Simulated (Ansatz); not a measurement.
[MoO4]2- (MoO₄²⁻). Total charge -2; singlet. Geometry PBE-D4/def2-SVPD, basis def2-TZVPD, Ansatz.

```json
{"run": "A", "HOMO (eV)": "2.34", "LUMO (eV)": "7.20"}
{"run": "B", "HOMO (eV)": "2.74", "LUMO (eV)": "6.92"}
{"run": "C", "HOMO (eV)": "3.51", "LUMO (eV)": "7.22"}
{"run": "D", "HOMO (eV)": "-0.06", "LUMO (eV)": "8.25"}
{"run": "E", "HOMO (eV)": "2.96", "LUMO (eV)": "7.32"}
{"run": "F", "HOMO (eV)": "3.51", "LUMO (eV)": "6.78"}
```

In the def2 sets Mo takes a core potential; there is no spin–orbit coupling. HSE06 is defined as in plane-wave codes, on full-range PBE exchange. A multiply charged anion in the gas phase is held together partly by the finite basis.

**Question.** The runs used HSE06, LDA (SPW92), PBE0, r2SCAN, r2SCANh, ωB97X-V. Estimate which is which.

**Answer.** A PBE0 (25 % exact exchange); B HSE06 (range-separated); C r2SCAN (0 % exact exchange); D ωB97X-V (range-separated); E r2SCANh (10 % exact exchange); F LDA (SPW92) (0 % exact exchange). Exact exchange lowers occupied and raises empty levels; among semilocal functionals meta-GGAs tend to open the gap a little, and such runs are hard to tell apart. The gap grows from 3.27 eV (LDA (SPW92)) to 8.31 eV (ωB97X-V). At PBE0-D4/def2-TZVPD, HSE06-D4/def2-TZVPD, r2SCAN-D4/def2-TZVPD, r2SCANh-D4/def2-TZVPD and others the highest occupied level of the charge -2 singlet lies above zero (up to 3.51 eV). The electron is either unbound and held by the finite basis, or the level is raised by self-interaction error.
